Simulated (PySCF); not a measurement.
Compound: C₈H₁₇P.
SMILES with atom numbers: `[CH3:1][CH2:2][C@@H:3]([CH3:4])/[P:5]=[CH:6]/[CH:7]([CH3:8])[CH3:9]` (hydrogens: H10, H11, H12 on C1; H13, H14 on C2; H15 on C3; H16, H17, H18 on C4; H19 on C6; H20 on C7; H21, H22, H23 on C8; H24, H25, H26 on C9)

Method: PySCF, B3LYP/6-31+G* geometry optimisation, gas phase; density fitting, grid level 1; the optimiser is geomeTRIC in internal coordinates, started from a GFN2-xTB structure.

Step 1: E = -17862.3527 eV
```
atom  x, y, z in Å  |  force x, y, z in eV/Å
C1     -3.1057    1.3605   -0.4822    0.023   0.071   0.009
C2     -2.9476   -0.1560   -0.3392   -0.051  -0.066  -0.043
C3     -1.6148   -0.6106    0.2858    0.081   0.085   0.066
C4     -1.6245   -2.1213    0.5716   -0.009  -0.075   0.000
P5     -0.1566   -0.1633   -0.8465   -0.036  -0.016  -0.110
C6      1.1215    0.0168    0.2259   -0.058  -0.039   0.164
C7      2.5452    0.3201   -0.1651    0.009   0.032  -0.092
C8      3.4596   -0.8819    0.1446    0.035  -0.053   0.030
C9      3.0481    1.5855    0.5553    0.020   0.041   0.049
H10    -3.0282    1.8603    0.4925   -0.008  -0.004  -0.007
H11    -2.3336    1.7875   -1.1340    0.001   0.004  -0.001
H12    -4.0802    1.6171   -0.9150   -0.003  -0.011   0.017
H13    -3.7681   -0.5464    0.2827    0.019   0.004  -0.020
H14    -3.0624   -0.6325   -1.3250   -0.010   0.007   0.014
H15    -1.4718   -0.0717    1.2338   -0.007  -0.013   0.003
H16    -0.7009   -2.4467    1.0625   -0.001   0.000   0.005
H17    -1.7304   -2.7026   -0.3544   -0.001   0.007   0.007
H18    -2.4673   -2.3855    1.2266    0.006   0.009  -0.020
H19     0.9656   -0.0971    1.3055    0.011   0.009  -0.036
H20     2.5833    0.5030   -1.2485   -0.003  -0.005   0.002
H21     4.4975   -0.6607   -0.1368   -0.012   0.002   0.003
H22     3.1375   -1.7740   -0.4033    0.001  -0.003  -0.002
H23     3.4463   -1.1208    1.2168    0.001   0.006  -0.011
H24     3.0359    1.4429    1.6447    0.001   0.013  -0.013
H25     4.0795    1.8172    0.2603   -0.008  -0.004  -0.002
H26     2.4217    2.4537    0.3225   -0.003  -0.002  -0.010
```

Step 2: E = -17862.3560 eV
```
atom  x, y, z in Å  |  force x, y, z in eV/Å
C1     -3.0769    1.3734   -0.4489    0.005   0.015   0.001
C2     -2.9371   -0.1497   -0.3413   -0.021  -0.015   0.004
C3     -1.6108   -0.6306    0.2814    0.010   0.054  -0.002
C4     -1.6400   -2.1479    0.5400   -0.003  -0.019  -0.011
P5     -0.1469   -0.1838   -0.8422   -0.048  -0.062   0.039
C6      1.1152    0.0107    0.2484   -0.002   0.021  -0.060
C7      2.5360    0.3106   -0.1622    0.032   0.023   0.048
C8      3.4606   -0.8767    0.1820    0.013  -0.001   0.012
C9      3.0351    1.6048    0.5120    0.014   0.009   0.007
H10    -2.9972    1.8488    0.5375   -0.001  -0.005   0.000
H11    -2.2992    1.8082   -1.0890   -0.002  -0.003  -0.001
H12    -4.0486    1.6492   -0.8757   -0.004  -0.001   0.005
H13    -3.7633   -0.5437    0.2692   -0.006   0.001  -0.005
H14    -3.0551   -0.6035   -1.3368    0.004   0.009   0.001
H15    -1.4668   -0.1095    1.2390    0.003  -0.016   0.000
H16    -0.7237   -2.4940    1.0304    0.000   0.005   0.003
H17    -1.7483   -2.7104   -0.3969    0.002   0.003  -0.001
H18    -2.4903   -2.4122    1.1841   -0.004   0.004  -0.006
H19     0.9554   -0.0769    1.3288    0.018  -0.015  -0.027
H20     2.5655    0.4581   -1.2512   -0.006  -0.010   0.007
H21     4.4948   -0.6581   -0.1133    0.000   0.000   0.000
H22     3.1410   -1.7888   -0.3337   -0.002   0.003  -0.002
H23     3.4556   -1.0790    1.2614   -0.001   0.003  -0.002
H24     3.0309    1.5031    1.6056   -0.002   0.001  -0.004
H25     4.0626    1.8326    0.2014    0.002   0.001  -0.001
H26     2.4009    2.4593    0.2507   -0.001  -0.003  -0.007
```

Step 3: E = -17862.3603 eV
```
atom  x, y, z in Å  |  force x, y, z in eV/Å
C1     -3.0347    1.3925   -0.3968   -0.014  -0.040  -0.009
C2     -2.9301   -0.1378   -0.3324    0.031   0.048   0.038
C3     -1.6085   -0.6623    0.2694   -0.046  -0.002  -0.043
C4     -1.6745   -2.1852    0.4983    0.002   0.036  -0.015
P5     -0.1464   -0.2377   -0.8636    0.038  -0.049   0.074
C6      1.1142   -0.0088    0.2252    0.046   0.079  -0.090
C7      2.5408    0.2975   -0.1698   -0.015  -0.014   0.039
C8      3.4772   -0.8605    0.2436   -0.029   0.042  -0.013
C9      3.0077    1.6295    0.4568   -0.027  -0.024  -0.034
H10    -2.9347    1.8372    0.6017    0.007  -0.002   0.006
H11    -2.2545    1.8280   -1.0334   -0.005  -0.008   0.000
H12    -4.0056    1.7003   -0.8026   -0.003   0.009  -0.007
H13    -3.7599   -0.5269    0.2751   -0.018  -0.008   0.012
H14    -3.0686   -0.5629   -1.3373    0.017   0.008  -0.013
H15    -1.4456   -0.1633    1.2353    0.017  -0.016   0.002
H16    -0.7652   -2.5642    0.9774    0.000   0.006   0.002
H17    -1.8021   -2.7252   -0.4490    0.006  -0.003  -0.007
H18    -2.5290   -2.4389    1.1403   -0.009  -0.005   0.009
H19     0.9461   -0.0639    1.3047   -0.010  -0.036   0.037
H20     2.5889    0.3996   -1.2630    0.006  -0.010  -0.003
H21     4.5133   -0.6377   -0.0410    0.007   0.000  -0.003
H22     3.1819   -1.7988   -0.2386   -0.001   0.004   0.000
H23     3.4536   -1.0155    1.3301   -0.003   0.000   0.009
H24     2.9824    1.5799    1.5532   -0.006  -0.010   0.009
H25     4.0374    1.8590    0.1556    0.006  -0.004  -0.001
H26     2.3656    2.4597    0.1417    0.003   0.000   0.002
```

Step 4: E = -17862.3661 eV
```
atom  x, y, z in Å  |  force x, y, z in eV/Å
C1     -2.9520    1.4183   -0.3191   -0.027  -0.058  -0.009
C2     -2.9091   -0.1168   -0.3203    0.052   0.074   0.052
C3     -1.6077   -0.7171    0.2568   -0.080  -0.044  -0.060
C4     -1.7398   -2.2432    0.4347   -0.001   0.059  -0.011
P5     -0.1348   -0.3311   -0.8732    0.059  -0.013   0.071
C6      1.1145   -0.0413    0.2147    0.031   0.091  -0.089
C7      2.5392    0.2796   -0.1769   -0.031  -0.047   0.038
C8      3.4994   -0.8204    0.3290   -0.035   0.052  -0.032
C9      2.9564    1.6635    0.3665   -0.033  -0.031  -0.049
H10    -2.8293    1.8135    0.6974    0.013   0.006   0.006
H11    -2.1581    1.8486   -0.9418   -0.003  -0.001  -0.001
H12    -3.9124    1.7819   -0.7034    0.004   0.009  -0.011
H13    -3.7533   -0.4961    0.2734   -0.011  -0.017   0.011
H14    -3.0660   -0.4926   -1.3416    0.015  -0.001  -0.019
H15    -1.4207   -0.2586    1.2378    0.032  -0.009   0.008
H16    -0.8485   -2.6756    0.9024   -0.001  -0.003   0.003
H17    -1.8880   -2.7446   -0.5306    0.006  -0.009  -0.005
H18    -2.6067   -2.4799    1.0663   -0.004  -0.014   0.012
H19     0.9377   -0.0581    1.2937   -0.017  -0.025   0.048
H20     2.6044    0.3110   -1.2733    0.007  -0.007  -0.009
H21     4.5337   -0.5868    0.0472    0.010  -0.005   0.000
H22     3.2388   -1.7966   -0.0943    0.003  -0.001   0.004
H23     3.4591   -0.9021    1.4229    0.001  -0.005   0.012
H24     2.9085    1.6882    1.4628   -0.004  -0.007   0.014
H25     3.9858    1.8995    0.0691    0.007   0.001   0.006
H26     2.2989    2.4506   -0.0192    0.007   0.006   0.010
```

Q: Estimate the geometry and energy of step 5. (The exact step hangs on the optimiser's Hessian estimate; all steps are aligned on step 4, rigid shifts and turns removed.)

A: E = -17862.3714 eV, largest force 0.101 eV/Å
```
atom  x, y, z in Å  |  force x, y, z in eV/Å
C1     -2.8004    1.4459   -0.1637   -0.028  -0.045  -0.005
C2     -2.8612   -0.0827   -0.2912    0.032   0.055   0.050
C3     -1.6057   -0.8154    0.2322   -0.088  -0.027  -0.042
C4     -1.8483   -2.3370    0.3039    0.009   0.056  -0.009
P5     -0.1150   -0.4745   -0.8832    0.077  -0.026   0.009
C6      1.1055   -0.0684    0.1985   -0.005   0.032   0.002
C7      2.5314    0.2500   -0.1851   -0.037  -0.007  -0.005
C8      3.5074   -0.7350    0.4937   -0.028   0.020  -0.028
C9      2.8796    1.7073    0.1845   -0.001  -0.015  -0.029
H10    -2.6476    1.7457    0.8811    0.011   0.010   0.002
H11    -1.9808    1.8707   -0.7554    0.003   0.006   0.001
H12    -3.7349    1.9047   -0.5084    0.007   0.001  -0.009
H13    -3.7313   -0.4527    0.2710   -0.004  -0.010  -0.004
H14    -3.0373   -0.3600   -1.3406   -0.001  -0.011  -0.012
H15    -1.3814   -0.4437    1.2414    0.032  -0.001   0.011
H16    -0.9932   -2.8619    0.7438    0.000  -0.010   0.000
H17    -2.0238   -2.7598   -0.6939    0.000  -0.008  -0.001
H18    -2.7344   -2.5547    0.9157    0.006  -0.008   0.009
H19     0.9053   -0.0063    1.2725   -0.009  -0.018   0.026
H20     2.6375    0.1405   -1.2733    0.005   0.000  -0.011
H21     4.5438   -0.5027    0.2182    0.002  -0.003   0.000
H22     3.2958   -1.7679    0.1963    0.003  -0.007   0.007
H23     3.4277   -0.6725    1.5869    0.005  -0.007   0.008
H24     2.7811    1.8734    1.2651    0.001   0.005   0.009
H25     3.9138    1.9388   -0.1000    0.004   0.009   0.011
H26     2.2162    2.4119   -0.3290    0.003   0.007   0.009
```

The energy changes by -0.0053 eV. The first-order estimate −F·Δx gives -0.0094 eV and the mean of the old and new forces, exact on a quadratic surface, -0.0046 eV. The step makes an angle of 88° with the force vector and moves no atom by more than 0.323 Å.

What follows is the cost of the whole optimisation. Hardware: Intel Xeon Platinum 8488C, 4 threads, shared host with 192 logical CPUs at a one-minute load of 62. Cost: 75 s wall, 6.1 min CPU, 1.2 GiB resident at most.
